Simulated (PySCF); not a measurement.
PySCF input file for WF5, SMILES [F][W+]([F])([F])([F])[F], charge +1, multiplicity 1, TDDFT-CAM-B3LYP/def2-SVPD. Geometry: B3LYP-D3(BJ)/def2-SVP. The spin state was assumed, not searched. The isomer is the one that the SMILES or the coordinates give; other isomers of the formula were not compared. The def2 effective core potentials stand for the cores of W; spin–orbit coupling is left out.

```python
import numpy as np
from pyscf import gto, scf, dft, tdscf

mol = gto.M(
    atom='''
    W     0.00000000   -0.00000000    0.00000000
    F     0.00000000   -0.00000001    1.82187176
    F     0.00000000    0.00000001   -1.82187176
    F    -1.79708767    0.00000000    0.00000000
    F     0.89854383    1.55632357    0.00000001
    F     0.89854383   -1.55632357   -0.00000001
    ''',
    basis='def2-SVPD',
    ecp={'W': 'def2-svp'},
    charge=1,
    spin=0,
    symmetry=True,
    max_memory=1600,
    verbose=4,
)
mf = dft.RKS(mol, xc='cam-b3lyp').density_fit(auxbasis='def2-universal-jkfit')
mf.grids.level = 3
mf.conv_tol = 1e-9
mf.max_cycle = 100
mf.kernel()
mf.grids = dft.Grids(mol).set(level=1).build(with_non0tab=True)  # coarser grid for the response kernel
td = tdscf.TDDFT(mf)
td.singlet = True
td.nstates = 10
td.conv_tol = 1e-4
td.positive_eig_threshold = 1e-6
td.kernel(x0=td.get_init_guess(mf, 15))
td.analyze()
tt = tdscf.TDA(mf)
tt.singlet = False
tt.nstates = 4
tt.conv_tol = 1e-4
tt.positive_eig_threshold = 1e-6
tt.kernel(x0=tt.get_init_guess(mf, 9))
tt.analyze(verbose=3)
```

Output:

```
PySCF version 2.14.0

[INPUT] verbose = 4
[INPUT] num. atoms = 6
[INPUT] num. electrons = 58
[INPUT] charge = 1
[INPUT] spin (= nelec alpha-beta = 2S) = 0
[INPUT] symmetry True subgroup None
[INPUT] Mole.unit = angstrom
[INPUT] Symbol           X                Y                Z      unit          X                Y                Z       unit  Magmom
[INPUT]  1 W      0.000000000000   0.000000000000   0.000000000000 AA    0.000000000000   0.000000000000   0.000000000000 Bohr   0.0
[INPUT]  2 F      0.000000000000  -0.000000010000   1.821871760000 AA    0.000000000000  -0.000000018897   3.442838660479 Bohr   0.0
[INPUT]  3 F      0.000000000000   0.000000010000  -1.821871760000 AA    0.000000000000   0.000000018897  -3.442838660479 Bohr   0.0
[INPUT]  4 F     -1.797087670000   0.000000000000   0.000000000000 AA   -3.396003518133   0.000000000000   0.000000000000 Bohr   0.0
[INPUT]  5 F      0.898543830000   1.556323570000   0.000000010000 AA    1.698001749618   2.941025308505   0.000000018897 Bohr   0.0
[INPUT]  6 F      0.898543830000  -1.556323570000  -0.000000010000 AA    1.698001749618  -2.941025308505  -0.000000018897 Bohr   0.0

nuclear repulsion = 338.076641604418
point group symmetry = D3h, use subgroup C2v
symmetry origin: [-1.42920465e-09  0.00000000e+00  0.00000000e+00]
symmetry axis x: [0.00000000e+00 1.00000000e+00 2.96016039e-09]
symmetry axis y: [ 0.00000000e+00 -2.96016039e-09  1.00000000e+00]
symmetry axis z: [ 1.  0. -0.]
num. orbitals of irrep A1 = 59
num. orbitals of irrep A2 = 19
num. orbitals of irrep B1 = 36
num. orbitals of irrep B2 = 36
number of shells = 58
number of NR pGTOs = 225
number of NR cGTOs = 150
basis = def2-SVPD
ecp = {'W': 'def2-svp'}


******** <class 'pyscf.df.df_jk.DFSymAdaptedRKS'> ********
method = DFSymAdaptedRKS
initial guess = minao
damping factor = 0
level_shift factor = 0
DIIS = <class 'pyscf.scf.diis.CDIIS'>
diis_start_cycle = 1
diis_space = 8
diis_damp = 0
SCF conv_tol = 1e-09
SCF conv_tol_grad = None
SCF max_cycles = 100
direct_scf = False
XC library pyscf.dft.libxc version 7.1.2
    S. Lehtola, C. Steigemann, M. J. T. Oliveira, and M. A. L. Marques,  SoftwareX 7, 1–5 (2018)
XC functionals = cam-b3lyp
    T. Yanai, D. P. Tew, and N. C. Handy,  Chem. Phys. Lett. 393, 51 (2004)
radial grids:
    Treutler-Ahlrichs [JCP 102, 346 (1995); DOI:10.1063/1.469408] (M4) radial grids

becke partition: Becke, JCP 88, 2547 (1988); DOI:10.1063/1.454033
pruning grids: <function nwchem_prune>
grids dens level: 3
symmetrized grids: True
atomic radii adjust function: <function treutler_atomic_radii_adjust>
small_rho_cutoff = 0
Freeze 0 electrons in irreps []
    58 free electrons in irreps A1 A2 B1 B2
Set gradient conv threshold to 3.16228e-05
Initial guess from minao.
tot grids = 95624
******** <class 'pyscf.df.df.DF'> ********
auxbasis = def2-universal-jkfit
Create RSH-DF object <pyscf.df.df.DF object> for omega=0.33
******** <class 'pyscf.df.df.DF'> ********
auxbasis = auxmol.basis = def2-universal-jkfit
init E= -553.303786546134
HOMO (B2) = -0.755319231301139  LUMO (B2) = -0.32047150626173  gap/eV = 11.83281
cycle= 1 E= -565.180167825279  delta_E= -11.9  |g|= 1.54  |ddm|= 7.44
HOMO (B2) = -0.691391335215714  LUMO (A2) = -0.541274609769897  gap/eV = 4.08488
cycle= 2 E= -562.78229085689  delta_E=  2.4  |g|= 4.14  |ddm|= 3.75
HOMO (B2) = -0.767146883570821  LUMO (B2) = -0.396255594051949  gap/eV = 10.09247
cycle= 3 E= -565.650891764268  delta_E= -2.87  |g|= 0.185  |ddm|= 2.66
HOMO (B2) = -0.772194709548938  LUMO (B2) = -0.390346505295105  gap/eV = 10.39062
cycle= 4 E= -565.652054375832  delta_E= -0.00116  |g|= 0.159  |ddm|=  0.2
HOMO (B2) = -0.775941779757589  LUMO (B2) = -0.385692724144187  gap/eV = 10.61922
cycle= 5 E= -565.656108314808  delta_E= -0.00405  |g|= 0.0221  |ddm|= 0.105
HOMO (B2) = -0.772838481086383  LUMO (B2) = -0.379820912098423  gap/eV = 10.69455
cycle= 6 E= -565.656203488337  delta_E= -9.52e-05  |g|= 0.00291  |ddm|= 0.025
HOMO (B2) = -0.773186445196368  LUMO (B2) = -0.380186514131942  gap/eV = 10.69407
cycle= 7 E= -565.656205140741  delta_E= -1.65e-06  |g|= 0.000611  |ddm|= 0.00268
HOMO (B2) = -0.773154606152485  LUMO (B2) = -0.38021851569214  gap/eV = 10.69234
cycle= 8 E= -565.656205256373  delta_E= -1.16e-07  |g|= 0.000184  |ddm|= 0.000972
HOMO (B2) = -0.773152599763058  LUMO (B2) = -0.380232821537169  gap/eV = 10.69189
cycle= 9 E= -565.656205267878  delta_E= -1.15e-08  |g|= 2.73e-05  |ddm|= 0.000324
HOMO (B2) = -0.77315303711775  LUMO (B2) = -0.380229388874922  gap/eV = 10.69200
cycle= 10 E= -565.656205268109  delta_E= -2.31e-10  |g|= 2.78e-06  |ddm|= 3.84e-05
HOMO (B2) = -0.773152836297234  LUMO (B2) = -0.380229667820749  gap/eV = 10.69198
Extra cycle  E= -565.656205268109  delta_E= 2.27e-13  |g|= 4.03e-06  |ddm|= 6.07e-06
converged SCF energy = -565.656205268109
tot grids = 35440
Overwritten attributes  positive_eig_threshold  of <class 'pyscf.tdscf.rks.TDDFT'>


******** <class 'pyscf.tdscf.rks.TDDFT'> for <class 'pyscf.df.df_jk.DFSymAdaptedRKS'> ********
nstates = 10 singlet
deg_eia_thresh = 1.000e-03
wfnsym = None
conv_tol = 0.0001
eigh lindep = 1e-12
eigh level_shift = 0
eigh max_cycle = 100


Excitation energies (eV)
[6.25106847 6.37141832 6.38560498 6.38565003 6.43687477 6.43692293
 6.54670488 6.54679601 7.31524409 7.31525809]

** Singlet excitation energies and oscillator strengths **
Excited State   1:   B1      6.25107 eV    198.34 nm  f=0.0000
      28 -> 30        0.49727
      29 -> 31       -0.49738
Excited State   2:   A2      6.37142 eV    194.59 nm  f=0.0000
      25 -> 30       -0.49754
      26 -> 31        0.49750
Excited State   3:   B1      6.38560 eV    194.16 nm  f=0.0001
      27 -> 31       -0.59596
      28 -> 30       -0.26574
      29 -> 31       -0.26565
Excited State   4:   A1      6.38565 eV    194.16 nm  f=0.0001
      27 -> 30       -0.59641
      28 -> 31       -0.26523
      29 -> 30        0.26517
Excited State   5:   A1      6.43687 eV    192.62 nm  f=0.0087
      27 -> 30        0.37226
      28 -> 31       -0.41544
      29 -> 30        0.41551
Excited State   6:   B1      6.43692 eV    192.61 nm  f=0.0087
      27 -> 31        0.37297
      28 -> 30       -0.41520
      29 -> 31       -0.41512
Excited State   7:   A2      6.54670 eV    189.38 nm  f=0.0000
      25 -> 30        0.49822
      26 -> 31        0.49825
Excited State   8:   B2      6.54680 eV    189.38 nm  f=0.0000
      25 -> 31        0.49824
      26 -> 30       -0.49823
Excited State   9:   A2      7.31524 eV    169.49 nm  f=0.0000
      22 -> 31        0.34450
      23 -> 30       -0.34509
      24 -> 30       -0.50586
Excited State  10:   B2      7.31526 eV    169.49 nm  f=0.0000
      22 -> 30       -0.34451
      23 -> 31       -0.34440
      24 -> 31        0.50633

** Transition electric dipole moments (AU) **
state          X           Y           Z        Dip. S.      Osc.
  1        -0.0000      0.0000      0.0000      0.0000      0.0000
  2         0.0000      0.0000      0.0000      0.0000      0.0000
  3         0.0000     -0.0247      0.0000      0.0006      0.0001
  4        -0.0250     -0.0000     -0.0000      0.0006      0.0001
  5         0.2354      0.0000      0.0000      0.0554      0.0087
  6         0.0000      0.2354      0.0000      0.0554      0.0087
  7        -0.0000      0.0000     -0.0000      0.0000      0.0000
  8         0.0000     -0.0000      0.0000      0.0000      0.0000
  9         0.0000     -0.0000      0.0000      0.0000      0.0000
 10        -0.0000      0.0000      0.0000      0.0000      0.0000

WARN: ECP detected. Skipping calculation of transition velocity and magnetic dipole moments, which have not yet been implemented.

Overwritten attributes  positive_eig_threshold  of <class 'pyscf.tdscf.rks.TDA'>


******** <class 'pyscf.tdscf.rks.TDA'> for <class 'pyscf.df.df_jk.DFSymAdaptedRKS'> ********
nstates = 4 triplet
deg_eia_thresh = 1.000e-03
wfnsym = None
conv_tol = 0.0001
eigh lindep = 1e-12
eigh level_shift = 0
eigh max_cycle = 100


Excitation energies (eV)
[5.64259735 5.879519   5.87961989 5.92418312]

** Triplet excitation energies and oscillator strengths **
Excited State   1:   A1      5.64260 eV    219.73 nm  f=0.0000
Excited State   2:   A1      5.87952 eV    210.87 nm  f=0.0000
Excited State   3:   B1      5.87962 eV    210.87 nm  f=0.0000
Excited State   4:   B2      5.92418 eV    209.28 nm  f=0.0000
```

The run converged.
